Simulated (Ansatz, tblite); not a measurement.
Forces on the cluster Si4Ni⁺ at its PBE-D4/def2-SVP geometry. Charge 1, multiplicity 2.

The xTB rows come from tblite. Another isomer (doublet) lies 0.18 eV lower at PBE0-D4/def2-TZVP; other spin states weren't run for this one.

GFN1-xTB (tblite), largest force 0.73 eV/Å:

```xyz
5
positions Å, forces eV/Å
Ni    0.847    0.753    0.748    0.091    0.082    0.072
Si    0.150   -0.002   -1.405   -0.087    0.138   -0.703
Si   -0.996   -0.749    0.662   -0.377   -0.543    0.302
Si   -1.214    1.462   -0.101   -0.138    0.668    0.021
Si    1.212   -1.463    0.096    0.510   -0.344    0.309
```

GFN2-xTB (tblite), largest force 1.49 eV/Å:

```
Ni -0.640 -0.567 -0.566
Si 0.542 0.477 -1.296
Si -0.683 -0.596 1.184
Si -0.360 1.311 0.213
Si 1.141 -0.625 0.466
```

PBE-D4/def2-TZVP (Ansatz), largest force 0.38 eV/Å:

```
Ni 0.238 0.214 0.202
Si -0.101 -0.055 0.076
Si 0.028 -0.009 -0.137
Si -0.123 -0.016 -0.083
Si -0.042 -0.134 -0.059
```
